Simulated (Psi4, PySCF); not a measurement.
CH3Be (SMILES [Be][CH3]), doublet, geometry from GFN2-xTB (such geometries of metal compounds can be far from the true shape) (the spin is typed, not shown lowest), atoms displaced at random by about 0.03 Å a coordinate. Base run: TPSS/def2-SVP, gradient in PySCF.

The PySCF input:
```python
from pyscf import gto, scf, dft

mol = gto.Mole()
mol.atom = '''
    Be   -0.879225   -0.554917   -0.774685
    C     0.294064    0.213088    0.297810
    H     0.838296   -0.534841    0.864942
    H    -0.121964    0.868227    0.925861
    H     1.044772    0.760423   -0.312536
'''
mol.basis = 'def2-svp'
mol.charge = 0
mol.spin = 1
mol.verbose = 4
mol.build()

mf = dft.UKS(mol)
mf.xc = 'tpss'
mf.kernel()
g = mf.nuc_grad_method()
grad = g.kernel()
```

Programs used: Psi4, PySCF; a row that names a program was run with it.

The coordinate followed is x of atom 2.

Variants of this job, named by their change:

```csv
change,dE/dx (Eh/bohr),net force (Eh/bohr)
base,-0.024719,0.000032
grid_response = on,-0.024713,0.000000
code = psi4,-0.024698,0.000009
finite difference step (bohr) = 1e-4; conv_tol = 1e-11,-0.024712,-
finite difference step (bohr) = 1e-5; conv_tol = 1e-11,-0.024712,-
grids.level = 5; grid_response = on,-0.024721,0.000000
density fitting = on,-0.024694,0.000032
finite difference step (bohr) = 0.05; conv_tol = 1e-11,-0.024566,-
conv_tol = 1e-11,-0.024718,0.000032
grids.level = 0; grid_response = off,-0.022199,0.004370
grids.level = 1; grid_response = on,-0.024743,0.000000
conv_tol = 1e-6,-0.024721,0.000032
```

The net force is zero for an exact gradient.

Open shells are given as the SCF converged; they aren't shown to be the lowest states, and a large step between rows can be another state.
